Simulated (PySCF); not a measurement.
Compound: C5H4F2O.
Structure used (PBE0-D3(BJ)/def2-SVP), in Å, numbered top down from 1:
```xyz
12
C5H4F2O angstrom
F     -2.0850   -0.4718    1.3782
C     -1.0259   -0.0796    0.6699
C     -0.8254    1.2214    0.4524
O      0.2389    1.6977   -0.2658
C      1.0760    0.7754   -0.7582
F      2.0385    1.3670   -1.4268
C      0.9777   -0.5464   -0.6116
C     -0.1407   -1.1686    0.1728
H     -1.4815    2.0077    0.8214
H      1.7415   -1.1676   -1.0791
H      0.2358   -1.7615    1.0288
H     -0.7320   -1.8758   -0.4400
```

All values: B3LYP/def2-SVPD (PySCF, non-relativistic), on one gas-phase PBE0-D3(BJ)/def2-SVP geometry that isn't relaxed in the solvent. The solvent is an IEF-PCM continuum (van der Waals radii × 1.2). The model holds no explicit solvent molecules, cavitation or dispersion.

Gas phase at B3LYP/def2-SVPD: HOMO -6.38 eV, LUMO -0.45 eV, dipole 1.11 D.

Problem. What does the continuum do to the energy, the frontier levels and the dipole at B3LYP/def2-SVPD in methanol?

Solution. 
```tsv
solvent	ε	E(solvent) − E(gas) (kcal/mol)	polarisation term (kcal/mol)	distortion of the solute (kcal/mol)	HOMO (eV)	LUMO (eV)	dipole (D)
methanol	32.61	-3.07	-3.52	0.45	-6.21	-0.26	1.57
```

Polarisation term: ½ Σ q·V over the induced surface charges. Distortion: the rise of the solute's own energy as its density leaves the gas-phase optimum.

Problem. Which radius a makes the point-dipole formula ΔE = −[(ε − 1)/(2ε + 1)]·μ²/a³ give the value in methanol, with the gas-phase dipole?

Solution. μ = 0.436 au and |ΔE| = 0.00490 Eh give a = 1.40 Å; the farthest nucleus lies 2.84 Å from the centroid of the nuclei, so such a sphere wouldn't even hold the nuclei. The formula assumes a rigid point dipole at the centre of a sphere.

Problem. Give the dipole vector in the frame of the coordinates (D, pointing from negative to positive charge), gas and methanol.

Solution. Gas (-0.11, -1.09, 0.15), solvent (-0.15, -1.55, 0.21). Its length changes by +41 % and its direction by less than 1°.

Problem. How does the static polarisability (B3LYP/def2-SVPD, frozen core, with the continuum's full static response) change?

Solution. 
```tsv
medium	isotropic (au)	principal values (au)	⟨r²⟩ of the electrons (bohr²)
gas	60.5	42.1, 64.6, 74.8	904.1
methanol	80.0	56.7, 81.2, 102.1	904.0
```

The isotropic value in methanol is 1.32 times the gas-phase one; no cavity-field correction is applied. ⟨r²⟩ is taken about the centre of nuclear charge.
